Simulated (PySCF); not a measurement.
C6H12N: g tensor and hyperfine couplings

C6H12N (doublet state).
Z-matrix (Å and degrees, GFN2-xTB geometry), rows numbered from 1:
```
C 
C   1  1.3202
C   2  1.5071  1  122.84
C   3  1.5290  2  111.04  1   -97.52
C   2  1.5060  1  121.50  3  -179.71
C   5  1.5446  2  111.53  1    26.56
N   6  1.4029  5  115.54  2   -59.65
H   1  1.0924  2  119.21  3   177.25
H   1  1.0762  2  123.50  3    -2.34
H   3  1.0911  2  109.36  1    22.81
H   3  1.0926  2  109.66  1   141.41
H   4  1.0876  3  110.26  2   179.36
H   4  1.0874  3  110.15  2    59.44
H   4  1.0876  3  111.05  2   -60.55
H   5  1.0959  2  108.67  1   -94.02
H   5  1.0916  2  110.39  1   148.15
H   6  1.0960  5  109.84  2    62.71
H   6  1.1055  5  106.49  2   178.95
H   7  1.0201  6  110.39  5   -48.19
```

The hyperfine couplings belong to this conformer and change with its torsions.

As a line formula: `C=C(CC)CC[NH]` [radical].

Computed, not measured: UKS B3LYP, pcH-1 on C H N, non-relativistic, mean-field spin-orbit, GIAO (PySCF). Geometry: GFN2-xTB, one conformer, isolated molecule. Couplings are sensitive to structure, and on GFN2-xTB geometries they can be far from those on DFT ones. The SCF solution wasn't tested for stability.

| Property | Result |
| --- | --- |
| g1, g2, g3 | 2.00209, 2.00353, 2.00703 |
| g_iso | 2.00422 |
| Form of g | rhombic: the two nearest values differ by 29 % of g3 − g1 |
| ⟨S²⟩ | 0.7538 (exact 0.7500) |
| α and β electrons | 28, 27 |
| Total energy | -290.55277 Eh |
| Basis functions | 295 |

Isotropic coupling and dipolar principal values T1 to T3, in mT (MHz turned into mT with g_iso):

| atom | isotope | a_iso | T1 | T2 | T3 | Mulliken spin population |
| --- | --- | --- | --- | --- | --- | --- |
| C1 | 13C | 1.31 | -0.24 | -0.19 | 0.43 | 0.06 |
| C2 | 13C | -0.12 | -0.08 | 0.01 | 0.08 | -0.01 |
| C3 | 13C | 0.33 | -0.03 | -0.03 | 0.06 | 0.01 |
| C4 | 13C | -0.02 | -0.01 | 0.00 | 0.01 | 0.00 |
| C5 | 13C | 0.96 | -0.21 | -0.17 | 0.38 | 0.04 |
| C6 | 13C | -1.23 | -0.15 | 0.01 | 0.14 | -0.07 |
| N7 | 14N | 1.14 | -1.54 | -1.50 | 3.04 | 0.92 |
| H8 | 1H | 0.11 | -0.68 | -0.45 | 1.13 | -0.01 |
| H9 | 1H | 0.56 | -0.13 | -0.06 | 0.19 | 0.01 |
| H10 | 1H | 0.00 | -0.04 | -0.02 | 0.06 | 0.00 |
| H11 | 1H | -0.02 | -0.04 | -0.02 | 0.06 | 0.00 |
| H12 | 1H | 0.00 | -0.01 | -0.01 | 0.03 | 0.00 |
| H13 | 1H | 0.00 | -0.02 | -0.02 | 0.04 | 0.00 |
| H14 | 1H | 0.00 | -0.02 | -0.02 | 0.05 | 0.00 |
| H15 | 1H | -0.16 | -0.14 | -0.09 | 0.23 | 0.00 |
| H16 | 1H | -0.07 | -0.13 | -0.06 | 0.20 | 0.00 |
| H17 | 1H | 0.29 | -0.20 | -0.18 | 0.38 | 0.00 |
| H18 | 1H | 6.75 | -0.25 | -0.12 | 0.37 | 0.08 |
| H19 | 1H | -2.03 | -1.79 | -0.35 | 2.14 | -0.03 |

Largest spin populations (Mulliken): N7 (+0.92), H18 (+0.08) and C6 (-0.07). N7 is the only atom above +0.15.

Under fast tumbling the dipolar parts average out, and these isotropic splittings remain: 2 × 1H (H17/H18, I = 1/2, 3 lines) with 3.52 mT, 1 × 1H (H19, I = 1/2, 2 lines) with 2.03 mT, 1 × 14N (N7, I = 1, 3 lines) with 1.14 mT, 1 × 1H (H9, I = 1/2, 2 lines) with 0.56 mT, 2 × 1H (H15/H16, I = 1/2, 3 lines) with 0.11 mT and 1 × 1H (H8, I = 1/2, 2 lines) with 0.11 mT.

Means are taken over nuclei equivalent by connectivity, which assumes that they swap fast. The 1H value of +98.7 MHz is a mean of couplings from 8.0 to 189.4 MHz in this one geometry, not an average over conformers.

The 13C coupling of C1 (36.7 MHz) shows only in satellite lines or after enrichment, since that isotope makes up about 1.07 % of natural carbon.

Examples of negative spin density at the nucleus (bohr⁻³): C6 (-0.0307), H19 (-0.0127) and C2 (-0.0030).

On one thread, Arm Neoverse V1 (aarch64), shared host, this took 89 s of wall time (grids of density and orbitals included) and 1.1 GiB of memory at its peak.
